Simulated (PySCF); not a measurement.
C₆H₉NSi, SMILES Nc1ccccc1[SiH3], GFN2-xTB optimised geometry.

```
17

N     -1.73    -1.66     0.07
C     -1.02    -0.48     0.00
C     -1.72     0.73     0.00
C     -1.04     1.93     0.00
C      0.34     1.95     0.00
C      1.03     0.75     0.00
C      0.38    -0.48     0.00
Si     1.38    -2.08     0.01
H     -1.26    -2.50    -0.23
H     -2.71    -1.61    -0.19
H     -2.80     0.71     0.00
H     -1.60     2.86     0.00
H      0.88     2.88     0.00
H      2.11     0.76     0.00
H      1.04    -2.88    -1.18
H      2.80    -1.75    -0.02
H      1.07    -2.88     1.20
```

Density from PySCF with PBE/def2-SVP at that geometry.

Minimum of the electron density along straight lines between bonded atoms, close to the bond critical point (lines longer than 1.1 times the sum of covalent radii, or with two minima, are not listed):

```csv
bond,length / Å,ρ at the minimum / e bohr⁻³,∇²ρ there / e bohr⁻⁵,position (fraction from the first atom)
N1–C2,1.380,0.305,-0.91,0.64
C2–C3,1.396,0.304,-0.74,0.51
C3–C4,1.379,0.311,-0.77,0.50
C4–C5,1.386,0.308,-0.76,0.51
C5–C6,1.382,0.310,-0.77,0.50
C2–C7,1.404,0.297,-0.70,0.52
C6–C7,1.391,0.302,-0.72,0.50
C7–Si8,1.882,0.113,0.32,0.62
N1–H9,1.006,0.336,-1.56,0.76
N1–H10,1.008,0.336,-1.55,0.76
C3–H11,1.082,0.277,-1.01,0.62
C4–H12,1.080,0.281,-1.05,0.63
C5–H13,1.080,0.279,-1.03,0.63
C6–H14,1.081,0.281,-1.05,0.63
Si8–H15,1.473,0.114,0.31,0.49
Si8–H16,1.462,0.116,0.31,0.49
Si8–H17,1.467,0.116,0.32,0.49
```
